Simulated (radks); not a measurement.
The numbers below are computed, except where a source is named.
Q: Successive ionisation energies (eV) of one element, from differences of total energies of ions in their ground configurations, starting at charge 66: 16677.1, 17115.0, 17454.4, 17787.4, 19397.0, 19732.2, 79465, 80884. Code: a radial shooting solver on a logarithmic mesh with Libxc functionals. Model: scalar-relativistic Kohn-Sham, BLYP, spin-polarised, spherical densities, finite nucleus; open shells are filled with parallel spins first (spin-orbit coupling, left out, can overturn this in heavy ions); Fermi nuclear charge, rms radius 5.3658 fm. Which element is it?

A: Tungsten (Z = 74). The first species listed is W66+ in [He] 2s2 2p4, the last W73+ in 1s1.
